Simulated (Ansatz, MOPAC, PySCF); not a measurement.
Stepwise substitution at one centre (Ge F-OH). All species are isolated molecules in the gas phase. One relaxed conformer stands for each flexible species; it need not be the lowest. Strings in code marks are SMILES.

Quantity: redistribution energy (mixed species minus the weighted end members), in kcal/mol. Semi-empirical values (MOPAC) are differences of heats of formation.

Level 1: B3LYP/LANL2DZ // r2SCAN-D4/def2-TZVP (PySCF)
Level 2: PBE/6-31G* // r2SCAN-D4/def2-TZVP (PySCF)
Level 3: HF/cc-pVTZ // r2SCAN-D4/def2-TZVP (Ansatz, a quantum-chemistry and plane-wave program)
Level 4: AM1 // r2SCAN-D4/def2-TZVP (MOPAC)

```csv
species,level 2,level 3,level 4
"2 of 4 F replaced by OH: `[OH][Ge]([OH])([F])[F]` (H–O–Ge–F torsion -85°, F–Ge–O–H torsion 30°)",-1.72,-2.50,5.58
3 of 4 F replaced by OH: `[Ge]([OH])([OH])([F])[OH]`,-0.58,-1.89,4.68
1 of 4 F replaced by OH: `[OH][Ge]([F])([F])[F]`,-1.09,-1.81,2.67
```

**Question.** What does level 1 give for each, and how far do the other levels lie from it on average?

**Answer.** 
- 2 of 4 F replaced by OH: `[OH][Ge]([OH])([F])[F]` (H–O–Ge–F torsion -85°, F–Ge–O–H torsion 30°): -2.42
- 3 of 4 F replaced by OH: `[Ge]([OH])([OH])([F])[OH]`: -1.79
- 1 of 4 F replaced by OH: `[OH][Ge]([F])([F])[F]`: -1.96
Mean absolute difference from level 1, which has limits of its own, over these rows (drawn at random from the members that have all these levels): level 2 0.93 kcal/mol, level 3 0.11 kcal/mol, level 4 6.36 kcal/mol.
